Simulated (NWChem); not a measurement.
System: BF2, doublet; SMILES F[B]F

Here is an NWChem input.

```
start job
memory heap 200 mb stack 900 mb global 1100 mb
geometry units angstroms noautoz
  F      1.136628     0.000000    -0.131689
  B      0.000000     0.000000     0.512857
  F     -1.136628     0.000000    -0.131689
end
basis spherical
  F library def2-svp
  B library def2-svp
end
dft
  odft
  mult 2
  xc r2scan
  iterations 150
  grid coarse
end
task dft gradient
```

Parts of the log:

```
             Northwest Computational Chemistry Package (NWChem) 7.3.0
             --------------------------------------------------------

 C2V symmetry detected

                             Geometry "geometry" -> ""
                             -------------------------

 Output coordinates in angstroms (scale by  1.889725989 to convert to a.u.)

  No.       Tag          Charge          X              Y              Z
 ---- ---------------- ---------- -------------- -------------- --------------
    1 F                    9.0000     1.13662800     0.00000000    -0.14011870
    2 B                    5.0000     0.00000000     0.00000000     0.50442730
    3 F                    9.0000    -1.13662800     0.00000000    -0.14011870

 Effective nuclear repulsion energy (a.u.)      55.3040839151

      Symmetry information
      --------------------

 Group name             C2v
 Group number             16
 Group order               4
 No. of unique centers     2

                                 NWChem DFT Module
                                 -----------------

 Summary of "ao basis" -> "ao basis" (spherical)
 ------------------------------------------------------------------------------
       Tag                 Description            Shells   Functions and Types
 ---------------- ------------------------------  ------  ---------------------
 F                          def2-svp                 6       14   3s2p1d
 B                          def2-svp                 6       14   3s2p1d

      Symmetry analysis of basis
      --------------------------

        a1         17
        a2          5
        b1         13
        b2          7

            General Information
            -------------------
          SCF calculation type: DFT
          Wavefunction type:  spin polarized.
          No. of atoms     :     3
          No. of electrons :    23
           Alpha electrons :    12
            Beta electrons :    11
          Charge           :     0
          Spin multiplicity:     2
          Use of symmetry is: on ; symmetry adaption is: on
          Maximum number of iterations: 150
          AO basis - number of functions:    42
                     number of shells:    18
          Convergence on energy requested:  1.00D-06
          Convergence on density requested:  1.00D-05
          Convergence on gradient requested:  5.00D-04

              XC Information
              --------------
                      r^2SCAN Method XC Functional
               r^2SCAN metaGGA Exchange Functional  1.000
                     r^2SCAN Correlation Potential  1.000

             Grid Information
             ----------------
          Grid used for XC integration:  coarse
          Radial quadrature: Mura-Knowles
          Angular quadrature: Lebedev.
          Tag              B.-S. Rad. Rad. Pts. Rad. Cut. Ang. Pts.
          ---              ---------- --------- --------- ---------
          F                   0.50       35           6.0       302
          B                   0.85       35           5.0       302
          Grid pruning is: on
          Number of quadrature shells:    70
          Spatial weights used:  Erf1

      Superposition of Atomic Density Guess
      -------------------------------------

 Sum of atomic energies:        -223.08901740

      Non-variational initial energy
      ------------------------------

 Total energy =    -223.631378
 1-e energy   =    -419.842327
 2-e energy   =     140.906864
 HOMO         =      -0.152063
 LUMO         =       0.088639

   Symmetry analysis of molecular orbitals - initial alpha
   -------------------------------------------------------

  Numbering of irreducible representations:

     1 a1          2 a2          3 b1          4 b2

  Orbital symmetries:

     1 a1          2 b1          3 a1          4 a1          5 b1
     6 a1          7 b1          8 a1          9 b2         10 a2
    11 b1         12 a1         13 b2         14 a1         15 b1
    16 a1         17 b2         18 a1         19 b1         20 b2
    21 a1         22 a1

   Symmetry analysis of molecular orbitals - initial beta
   ------------------------------------------------------

  Numbering of irreducible representations:

     1 a1          2 a2          3 b1          4 b2

  Orbital symmetries:

     1 a1          2 b1          3 a1          4 a1          5 b1
     6 a1          7 b1          8 a1          9 b2         10 a2
    11 b1         12 a1         13 b2         14 a1         15 b1
    16 a1         17 b2         18 a1         19 b1         20 b2
    21 a1         22 a1

   convergence    iter        energy       DeltaE   RMS-Dens  Diis-err
 ---------------- ----- ----------------- --------- --------- ---------
 d= 0,ls=0.0,diis     1   -224.2133725987 -2.80D+02  1.75D-02  1.60D-01
                                                     1.23D-02  1.42D-01
 d= 0,ls=0.0,diis     2   -224.1419996279  7.14D-02  7.35D-03  4.18D-01
                                                     7.38D-03  4.25D-01
 d= 0,ls=0.0,diis     3   -224.2950246569 -1.53D-01  1.07D-03  4.46D-03
                                                     9.75D-04  4.06D-03
 d= 0,ls=0.0,diis     4   -224.2962935958 -1.27D-03  4.53D-04  2.02D-04
                                                     1.86D-04  1.89D-04
 d= 0,ls=0.0,diis     5   -224.2963820663 -8.85D-05  6.05D-05  3.14D-06
                                                     3.49D-05  9.50D-07
  Resetting Diis
 d= 0,ls=0.0,diis     6   -224.2963837172 -1.65D-06  4.10D-06  1.83D-08
                                                     9.12D-06  1.10D-07
 d= 0,ls=0.0,diis     7   -224.2963837727 -5.55D-08  1.85D-06  4.44D-09
                                                     7.30D-07  1.78D-09

         Total DFT energy =     -224.296383772704
      One electron energy =     -420.875856371404
           Coulomb energy =      166.175499513113
    Exchange-Corr. energy =      -24.900110829480
 Nuclear repulsion energy =       55.304083915068

 Numeric. integr. density =       22.999978797997

                  Occupations of the irreducible representations
                  ----------------------------------------------

                     irrep           alpha         beta
                     --------     --------     --------
                     a1                6.0          5.0
                     a2                1.0          1.0
                     b1                4.0          4.0
                     b2                1.0          1.0

                    DFT Final Alpha Molecular Orbital Analysis
                    ------------------------------------------

 Vector   10  Occ=1.000000D+00  E=-4.161969D-01  Symmetry=a2
              MO Center=  2.0D-14,  5.2D-21, -1.2D-01, r^2= 1.7D+00
   Bfn.  Coefficient  Atom+Function         Bfn.  Coefficient  Atom+Function
  ----- ------------  ---------------      ----- ------------  ---------------
     5      0.479020  1 F  py                33     -0.479020  3 F  py
     8     -0.322736  1 F  py                36      0.322736  3 F  py
    24     -0.049926  2 B  d -2

 Vector   11  Occ=1.000000D+00  E=-4.019515D-01  Symmetry=b1
              MO Center= -1.1D-14, -9.2D-17, -9.9D-02, r^2= 1.8D+00
   Bfn.  Coefficient  Atom+Function         Bfn.  Coefficient  Atom+Function
  ----- ------------  ---------------      ----- ------------  ---------------
     4      0.345032  1 F  px                 6      0.345899  1 F  pz
    32      0.345032  3 F  px                34     -0.345899  3 F  pz
     9     -0.235473  1 F  pz                37      0.235473  3 F  pz
     7     -0.211691  1 F  px                35     -0.211691  3 F  px
    21     -0.067106  2 B  px                27      0.049434  2 B  d  1

 Vector   12  Occ=1.000000D+00  E=-2.221637D-01  Symmetry=a1
              MO Center= -1.3D-15, -2.0D-15,  8.8D-01, r^2= 1.5D+00
   Bfn.  Coefficient  Atom+Function         Bfn.  Coefficient  Atom+Function
  ----- ------------  ---------------      ----- ------------  ---------------
    20     -0.471240  2 B  pz                17      0.466282  2 B  s
    16      0.403728  2 B  s                  6      0.246587  1 F  pz
    34      0.246587  3 F  pz                 9     -0.185419  1 F  pz
    37     -0.185419  3 F  pz                23      0.173270  2 B  pz
    15      0.163222  2 B  s                  3     -0.087347  1 F  s

 Vector   13  Occ=0.000000D+00  E=-4.846703D-02  Symmetry=b2
              MO Center= -1.3D-17,  2.1D-15,  4.8D-01, r^2= 1.8D+00
   Bfn.  Coefficient  Atom+Function         Bfn.  Coefficient  Atom+Function
  ----- ------------  ---------------      ----- ------------  ---------------
    19      0.659223  2 B  py                22     -0.520804  2 B  py
     5     -0.267511  1 F  py                33     -0.267511  3 F  py
     8      0.243700  1 F  py                36      0.243700  3 F  py
    25     -0.042444  2 B  d -1

 Vector   14  Occ=0.000000D+00  E= 1.266889D-01  Symmetry=a1
              MO Center= -3.4D-15, -2.0D-15, -3.6D-01, r^2= 2.9D+00
   Bfn.  Coefficient  Atom+Function         Bfn.  Coefficient  Atom+Function
  ----- ------------  ---------------      ----- ------------  ---------------
    17      1.336623  2 B  s                 23     -0.740526  2 B  pz
     3     -0.482570  1 F  s                 31     -0.482570  3 F  s
    16     -0.376104  2 B  s                 20      0.356186  2 B  pz
     2     -0.156736  1 F  s                 30     -0.156736  3 F  s
     7      0.151615  1 F  px                35     -0.151615  3 F  px

 Vector   15  Occ=0.000000D+00  E= 1.460950D-01  Symmetry=b1
              MO Center=  1.0D-14, -4.2D-17,  7.9D-01, r^2= 3.9D+00
   Bfn.  Coefficient  Atom+Function         Bfn.  Coefficient  Atom+Function
  ----- ------------  ---------------      ----- ------------  ---------------
    21      1.285086  2 B  px                 3     -0.557847  1 F  s
    31      0.557847  3 F  s                 18     -0.271123  2 B  px
     9     -0.157860  1 F  pz                37      0.157860  3 F  pz
     6      0.145748  1 F  pz                34     -0.145748  3 F  pz
     2     -0.128334  1 F  s                 30      0.128334  3 F  s

                     DFT Final Beta Molecular Orbital Analysis
                     -----------------------------------------

 Vector    9  Occ=1.000000D+00  E=-4.501624D-01  Symmetry=a1
              MO Center=  5.3D-14, -3.7D-15, -6.1D-02, r^2= 1.7D+00
   Bfn.  Coefficient  Atom+Function         Bfn.  Coefficient  Atom+Function
  ----- ------------  ---------------      ----- ------------  ---------------
     6      0.416664  1 F  pz                34      0.416664  3 F  pz
     9     -0.266254  1 F  pz                37     -0.266254  3 F  pz
     4      0.142591  1 F  px                32     -0.142591  3 F  px
    20      0.130436  2 B  pz                16     -0.123025  2 B  s
     7     -0.094750  1 F  px                35      0.094750  3 F  px

 Vector   10  Occ=1.000000D+00  E=-4.158228D-01  Symmetry=a2
              MO Center=  2.0D-14, -2.8D-17, -1.2D-01, r^2= 1.7D+00
   Bfn.  Coefficient  Atom+Function         Bfn.  Coefficient  Atom+Function
  ----- ------------  ---------------      ----- ------------  ---------------
     5      0.478575  1 F  py                33     -0.478575  3 F  py
     8     -0.323102  1 F  py                36      0.323102  3 F  py
    24     -0.050356  2 B  d -2

 Vector   11  Occ=1.000000D+00  E=-3.967843D-01  Symmetry=b1
              MO Center= -3.4D-14, -1.5D-16, -1.0D-01, r^2= 1.8D+00
   Bfn.  Coefficient  Atom+Function         Bfn.  Coefficient  Atom+Function
  ----- ------------  ---------------      ----- ------------  ---------------
     6      0.351797  1 F  pz                34     -0.351797  3 F  pz
     4      0.335923  1 F  px                32      0.335923  3 F  px
     9     -0.243325  1 F  pz                37      0.243325  3 F  pz
     7     -0.208324  1 F  px                35     -0.208324  3 F  px
    21     -0.064817  2 B  px                27      0.044949  2 B  d  1

 Vector   12  Occ=0.000000D+00  E=-8.448636D-02  Symmetry=a1
              MO Center= -5.2D-16,  4.2D-15,  9.9D-01, r^2= 1.7D+00
   Bfn.  Coefficient  Atom+Function         Bfn.  Coefficient  Atom+Function
  ----- ------------  ---------------      ----- ------------  ---------------
    17      0.723034  2 B  s                 20     -0.366719  2 B  pz
    16      0.270710  2 B  s                 23      0.195393  2 B  pz
     6      0.190003  1 F  pz                34      0.190003  3 F  pz
    15      0.156347  2 B  s                  9     -0.142300  1 F  pz
    37     -0.142300  3 F  pz                 3     -0.134336  1 F  s

 Vector   13  Occ=0.000000D+00  E= 9.577238D-03  Symmetry=b2
              MO Center= -3.7D-16, -4.1D-15,  4.6D-01, r^2= 1.9D+00
   Bfn.  Coefficient  Atom+Function         Bfn.  Coefficient  Atom+Function
  ----- ------------  ---------------      ----- ------------  ---------------
    19      0.625219  2 B  py                22     -0.574715  2 B  py
     5     -0.263343  1 F  py                33     -0.263343  3 F  py
     8      0.235053  1 F  py                36      0.235053  3 F  py

 Vector   14  Occ=0.000000D+00  E= 1.456850D-01  Symmetry=a1
              MO Center= -1.9D-15, -1.2D-15, -3.6D-01, r^2= 3.0D+00
   Bfn.  Coefficient  Atom+Function         Bfn.  Coefficient  Atom+Function
  ----- ------------  ---------------      ----- ------------  ---------------
    17      1.097574  2 B  s                 23     -0.937071  2 B  pz
     3     -0.484414  1 F  s                 31     -0.484414  3 F  s
    20      0.283884  2 B  pz                16     -0.221339  2 B  s
     7      0.165836  1 F  px                35     -0.165836  3 F  px
     2     -0.148001  1 F  s                 30     -0.148001  3 F  s

   alpha - beta orbital overlaps
   -----------------------------

   alpha      1      2      3      4      5      6      7      8      9     10
    beta      1      2      3      4      5      6      7      8      9     10
 overlap   1.000  1.000  1.000  1.000  1.000  0.995  1.000  0.999  0.988  1.000

   alpha     11     12     13     14     15     16     17     18     19     20
    beta     11     12     13     14     15     16     17     18     19     22
 overlap   1.000  0.977  0.997  0.976  0.998  0.975  0.999  0.997  0.998  0.996

   alpha     21     22     23     24     25     26     27     28     29     30
    beta     21     20     23     24     25     26     27     28     29     30
 overlap   0.963  0.998  0.968  0.999  0.998  0.996  0.999  0.998  0.999  0.998

   alpha     31     32     33     34     35     36     37     38     39     40
    beta     31     32     33     34     35     36     37     38     39     40
 overlap   0.998  0.998  1.000  1.000  1.000  1.000  1.000  1.000  1.000  1.000

   alpha     41     42
    beta     41     42
 overlap   1.000  1.000

     --------------------------
     Expectation value of S2:
     --------------------------
      <S2> =      0.7527 (Exact =     0.7500)

     Multipole analysis of the density
     ---------------------------------

     L   x y z        total         alpha         beta         nuclear
     -   - - -        -----         -----         ----         -------
     0   0 0 0     -0.000000    -12.000000    -11.000000     23.000000

[...]

                         DFT ENERGY GRADIENTS

    atom               coordinates                        gradient
                 x          y          z           x          y          z
   1 F       2.147915   0.000000  -0.264786   -0.004300   0.000000   0.002459
   2 B       0.000000   0.000000   0.953229    0.000000   0.000000  -0.004917
   3 F      -2.147915   0.000000  -0.264786    0.004300  -0.000000   0.002459
```

Level: r2SCAN/def2-SVP, spin-unrestricted. In the optimisation the excess spin sits in a1 (C2v, its own frame). Structure relaxed at the PBE0/def2-SVP, spin-unrestricted level. No stability test was run on the SCF state.
